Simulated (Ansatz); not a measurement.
Isomers of K6F5⁺ (singlet), relaxed with PBE0-D4/def2-SVP; total energies from Ansatz at PBE0-D4/def2-TZVP.

```csv
isomer,description,energy (Eh)
A,point group not assigned; 16 × F–K 2.40 to 2.66 Å,-4097.92414
B,point group Cs; 17 × F–K 2.37 to 2.66 Å,-4097.92558
```

The isomers come from a short search, and lower ones may exist.

Task: Work out the relative energies (1 Eh = 2625.5 kJ/mol) and the Boltzmann populations at 500 K from electronic energies alone (R = 8.314 J/mol/K).

Result: ΔE: A 3.8, B 0.0 kJ/mol. RT = 4.16 kJ/mol. Factors exp(−ΔE/RT): A 0.401, B 1; sum 1.401. Populations: A 28.6 %, B 71.4 %. Zero-point energy, vibrational entropy and symmetry numbers are left out and can shift these; an error of 4 kJ/mol changes a ratio by a factor of 2.6. Over the other density-functional and correlated levels in def2 sets, the gap between B and A ranges from 4 to 17 kJ/mol.
